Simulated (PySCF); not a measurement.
Computed shifts of a molecule F2H6O2Si3, HF/pcSseg-1 run with PySCF, GIAO, gas phase, equivalent atoms averaged, in ppm (number of nuclei): ¹⁹F: -129.3 (2). ²⁹Si: -39.1 (2), -107.1 (1). ¹H: 4.84 (6). References: ¹⁹F against CFCl3 (σ = 238.5 ppm); ²⁹Si against TMS (σ = 393.8 ppm); ¹⁷O against H2O (σ = 333.0 ppm); ¹H against TMS (σ = 31.99 ppm), references at their B3LYP-D3(BJ)/def2-TZVP geometries, non-relativistic. Geometry optimised at r2SCAN-D4/def2-SVP. The values are those of a single conformer.

Task: Which molecule gave these data?
A. F[Si](F)(O[SiH3])O[SiH3]
B. F[SiH2]O[SiH2]O[SiH2]F
C. F[SiH](F)O[SiH2]O[SiH3]

Result: A, F[Si](F)(O[SiH3])O[SiH3]
